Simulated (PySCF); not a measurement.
**Two-photon absorption: `C#Cc1ccc(C=S)cc1`, C$_{9}$H$_{6}$S**

Molfile (atoms numbered from 1):
```
C9H6S
     RDKit          3D

 16 16  0  0  0  0  0  0  0  0999 V2000
    3.9699   -0.3441   -0.3121 C   0  0  0  0  0  0  0  0  0  0  0  0
    2.7658   -0.2634   -0.1858 C   0  0  0  0  0  0  0  0  0  0  0  0
    1.3500   -0.1689   -0.0417 C   0  0  0  0  0  0  0  0  0  0  0  0
    0.5532    0.2891   -1.1113 C   0  0  0  0  0  0  0  0  0  0  0  0
   -0.8195    0.3794   -0.9732 C   0  0  0  0  0  0  0  0  0  0  0  0
   -1.4435    0.0169    0.2342 C   0  0  0  0  0  0  0  0  0  0  0  0
   -2.8879    0.0991    0.4110 C   0  0  0  0  0  0  0  0  0  0  0  0
   -3.9890    0.5902   -0.6791 S   0  0  0  0  0  0  0  0  0  0  0  0
   -0.6465   -0.4381    1.2988 C   0  0  0  0  0  0  0  0  0  0  0  0
    0.7308   -0.5313    1.1671 C   0  0  0  0  0  0  0  0  0  0  0  0
    5.0362   -0.4165   -0.4238 H   0  0  0  0  0  0  0  0  0  0  0  0
    1.0351    0.5709   -2.0491 H   0  0  0  0  0  0  0  0  0  0  0  0
   -1.4501    0.7321   -1.7932 H   0  0  0  0  0  0  0  0  0  0  0  0
   -3.2283   -0.2173    1.4108 H   0  0  0  0  0  0  0  0  0  0  0  0
   -1.1230   -0.7215    2.2413 H   0  0  0  0  0  0  0  0  0  0  0  0
    1.3452   -0.8856    1.9965 H   0  0  0  0  0  0  0  0  0  0  0  0
  1  2  3  0
  2  3  1  0
  3  4  1  0
  4  5  2  0
  5  6  1  0
  6  7  1  0
  7  8  2  0
  6  9  2  0
  9 10  1  0
 10  3  2  0
  1 11  1  0
  4 12  1  0
  5 13  1  0
  7 14  1  0
  9 15  1  0
 10 16  1  0
M  END
```

Method used: TDDFT CAM-B3LYP/aug-cc-pVDZ excited states, vertical, gas phase (PySCF 2.14.0). Geometry: PBE0-D3(BJ)/def2-SVP.

Problem. Give the one- and two-photon strengths of the lowest singlets.

Solution. δ for parallel linear polarisation; σ at the peak of a Lorentzian of half width 0.1 eV, single beam; Ω is circular over linear.
```csv
state,E (eV),f,photon λ (nm),δ (au),σ (GM),Ω,main
S1,2.17,0.000,1141,0.32,0.00,1.50,HOMO→LUMO 0.92
S2,3.95,0.666,629,1790,10.20,0.65,HOMO−1→LUMO 0.94
S3,4.43,0.028,560,63.3,0.46,0.56,"HOMO−2→LUMO 0.83, HOMO−1→LUMO+1 0.12"
S4,5.04,0.000,492,0.18,0.00,1.50,"HOMO−3→LUMO 0.77, HOMO−3→LUMO+4 0.16"
S5,5.49,0.021,452,1370,15.08,0.80,"HOMO−4→LUMO 0.56, HOMO−1→LUMO+1 0.23"
S6,5.66,0.000,438,1.19,0.01,1.50,HOMO→LUMO+1 0.91
```

Among these, the strongest one-photon state is S2, the strongest two-photon state S5, with a dipole change of 2.8 D (relaxed, norm of the difference vector).
